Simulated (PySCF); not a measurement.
Species: 4-chlorobenzonitrile, C7H4ClN.
SMILES: `N#Cc1ccc(Cl)cc1`

Theory: TDDFT PBE0/def2-SVPD, vertical, gas phase, core orbitals frozen in the response (PySCF). Isolated species at its PBE0-D3(BJ)/def2-SVP geometry, gas phase.

```
state  E (eV)  λ (nm)       f  |μ| (D)  symmetry  main configurations (H = HOMO, L = LUMO)
   S1    5.04   245.9  0.0001     0.07         –                  H→L+1 (57%), H-1→L (42%)
   S2    5.29   234.3   0.383     4.37        A1                                 H→L (92%)
   S3    6.30   196.9   0.254     3.26  B1 or B2                  H-1→L (54%), H→L+1 (41%)
   S4    6.31   196.3  0.0000     0.00         –                               H-4→L (94%)
   S5    6.38   194.5  0.0000     0.00         –                               H-2→L (98%)
   S6    6.55   189.3  0.0002     0.08         –                               H→L+2 (95%)
   S7    6.78   183.0   0.443     4.15        A1                H-1→L+1 (63%), H-3→L (26%)
   S8    6.85   181.0   0.153     2.43        A1                H-3→L (67%), H-1→L+1 (26%)
   S9    6.91   179.6  0.0000     0.00         –                 H→L+3 (80%), H-3→L+3 (8%)
  S10    7.02   176.6  0.0019     0.27         –                             H-2→L+1 (97%)
```

Triplets, Tamm–Dancoff:

```json
{"state": "T1", "E (eV)": "3.56", "λ (nm)": "348.7", "main configurations (H = HOMO, L = LUMO)": "H→L (86%), H-1→L+1 (9%)"}
{"state": "T2", "E (eV)": "4.43", "λ (nm)": "280.2", "main configurations (H = HOMO, L = LUMO)": "H-1→L (52%), H→L+1 (46%)"}
{"state": "T3", "E (eV)": "4.56", "λ (nm)": "271.7", "main configurations (H = HOMO, L = LUMO)": "H-1→L+1 (88%), H→L (10%)"}
{"state": "T4", "E (eV)": "4.76", "λ (nm)": "260.6", "main configurations (H = HOMO, L = LUMO)": "H→L+1 (52%), H-1→L (47%)"}
```

The lowest singlet lies at 5.04 eV (246 nm, ultraviolet) and is dark (f under 0.0005); its leading configuration is HOMO→LUMO+1 (57%). The most intense listed level is S7 at 6.78 eV (183 nm, f = 0.443), 1.73 eV above S1. Löwdin shares by element: HOMO carbon 33% or more, chlorine 21%, nitrogen 11% (atoms not listed hold the other 35%); LUMO carbon 46% or more, nitrogen 12% (atoms not listed hold the other 43%). The oscillator strengths of these states sum to 1.236; summed over the whole spectrum of an exact calculation they would give the number of electrons, 70 (Thomas–Reiche–Kuhn). The listed states span 1.98 eV, and the widest gap between neighbours is 1.01 eV (S2 to S3). Of the 10 states listed, 4 reach f = 0.01 and 5 stay under 0.0005. The vertical ionisation energy (ΔSCF) is 9.48 eV, 2.45 eV above S10. Symmetry labels in C2v follow from the direction of the transition dipole and are given only for states with f of 0.002 or more; B1 and B2 swap with the choice of axes. The window holds the lowest 10 singlets.

Time: 2.4 min wall. Hardware: Arm Neoverse V1, one thread (shared host).
